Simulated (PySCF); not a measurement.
**What PySCF settings do for MgZn**

Base input, run as `OMP_NUM_THREADS=1 python input.py` with PySCF 2.14:

```python
from pyscf import gto, dft

mol = gto.M(
    atom='Mg 0 0 0; Zn 0 0 2.291',
    basis='sbkjc',
    ecp={'Mg': 'sbkjc', 'Zn': 'sbkjc'},
    charge=0,
    spin=0,
    symmetry=True,
    verbose=3,
)
mf = dft.RKS(mol, xc='m062x')
mf.kernel()
mf.mulliken_pop()
mf.dip_moment()
print('orbital energies (hartree):', mf.mo_energy[..., max(0, mol.nelec[1]-3):mol.nelec[0]+3].round(4))
```

Base result: E(SCF) = -226.956298 Eh, μz(SCF) = 0.58 D. Stability towards an unrestricted solution was not tested. The bond length is a typed value, not an optimised one.

Hardware: Intel Xeon 6975P-C, 1 thread, shared host. Wall time 2.2 s, peak memory 0.18 GiB.

Each row names what differs from the base; energies in brackets are changes from the base.

| change | result | wall time (s) |
| --- | --- | --- |
| integration grid: default → 0 [unsound on purpose] | not converged: SCF | 1.1 |
| level shift (hartree): none → 0.5 [may be another electronic state] | not converged: SCF | 5.4 |
| cycle limit: 50 → 8 | not converged: SCF | 1.4 |
| functional: m062x → hse06 | E(SCF) = -226.822193 Eh, μz(SCF) = 0.34 D | 3.7 |
| functional: m062x → tpss | E(SCF) = -226.811961 Eh, μz(SCF) = 0.53 D | 3 |
| geometry: bond 2.291 → bond 2.222 | E(SCF) = -226.945784 Eh (+0.2861 eV), μz(SCF) = 0.57 D | 2 |
| functional: m062x → revtpss | E(SCF) = -226.661444 Eh, μz(SCF) = 0.51 D | 2.9 |
| step after the SCF: analyze → tddft; number of roots: default → 4 | E(SCF) = -226.956298 Eh (+0.0000 eV), μz(SCF) = 0.58 D, first singlet excitations without spin–orbit coupling 1.57, 1.57, 3.11, 4.07 eV | 19 |
| Cartesian functions: off → on | E(SCF) = -226.957105 Eh (-0.0220 eV), μz(SCF) = 0.61 D | 1.9 |
| functional: m062x → lc_wpbe | E(SCF) = -226.896534 Eh, μz(SCF) = 0.49 D | 2.3 |
| functional: m062x → pbesol | E(SCF) = -226.618060 Eh, μz(SCF) = 0.32 D | 2.1 |
| level shift (hartree): none → 0.1 | E(SCF) = -226.956298 Eh (+0.0000 eV), μz(SCF) = 0.58 D | 2.3 |
| geometry: bond 2.291 → bond 2.36 | E(SCF) = -226.965001 Eh (-0.2368 eV), μz(SCF) = 0.59 D | 2 |
| functional: m062x → m06 | E(SCF) = -226.942580 Eh, μz(SCF) = 0.04 D | 3 |
| functional: m062x → r2-scan [unsound on purpose] | stops with KeyError ("LibXCFunctional: name 'R2' not found.") | 0.42 |
| basis set: sbkjc → def2-svp; core potential: on → off | not converged: SCF | 7.2 |
| electric field along z (a.u.): none → 0.005; point-group symmetry: on → off | E(SCF) = -226.960241 Eh (-0.1073 eV), μz(SCF) = 3.38 D | 2 |
| geometry: bond 2.291 → bond 1.833 | not converged: SCF | 5.8 |
| charge: 0 → -1; spin (2S): 0 → 1; SCF type: RKS → UKS [no diffuse functions for the anion] | not converged: SCF | 8.9 |
| level shift (hartree): none → 1 | not converged: SCF | 5.5 |
| geometry: bond 2.291 → bond 3.436 [stretched restricted solution, likely unstable] | E(SCF) = -227.009266 Eh (-1.4414 eV), μz(SCF) = -0.30 D | 2.4 |
| basis set: sbkjc → 6-31g*; core potential: on → off | not converged: SCF | 8.1 |
| step after the SCF: analyze → frequency; SCF type: RKS → RHF; functional: m062x → none (Hartree–Fock) [not at a minimum] | E(SCF) = -225.671220 Eh, μz(SCF) = 0.61 D, wavenumbers 395 cm⁻¹ | 4.6 |

Order these changes by how far they move the SCF energy from the base, largest first: (1) electric field along z (a.u.): none → 0.005; point-group symmetry: on → off; (2) geometry: bond 2.291 → bond 2.222; (3) geometry: bond 2.291 → bond 2.36; (4) geometry: bond 2.291 → bond 3.436.

(4) -1.4414 eV, (2) +0.2861 eV, (3) -0.2368 eV, (1) -0.1073 eV.
